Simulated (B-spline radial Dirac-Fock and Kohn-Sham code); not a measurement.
# Relativistic shifts of the levels of P²⁺

System: the P²⁺ ion, configuration [Ne] 3s2 3p1.

Both columns are ΔSCF binding energies of the configuration average from a radial B-spline solver: non-relativistic Hartree-Fock with a point nucleus, and Dirac-Fock with a finite nucleus and the Coulomb interaction alone, averaged over the two j levels with weights 2j+1.

```
shell  Hartree-Fock (eV)  Dirac-Fock (eV)  shift (eV)  shift (%)
   1s             2175.7           2182.1       +6.40      +0.29
   2s              223.4            224.4       +1.00      +0.45
   2p              164.9            164.8       -0.04      -0.02
   3s              38.10            38.20       +0.10      +0.27
   3p              29.43            29.42       -0.01      -0.03
```

Relativity binds 1s, 2s, 3s more strongly, among those listed most of all 2s in relative terms, and 2p, 3p more weakly.

Values without a named source are computed, but for edge energies of neutral atoms, which are taken from tables.
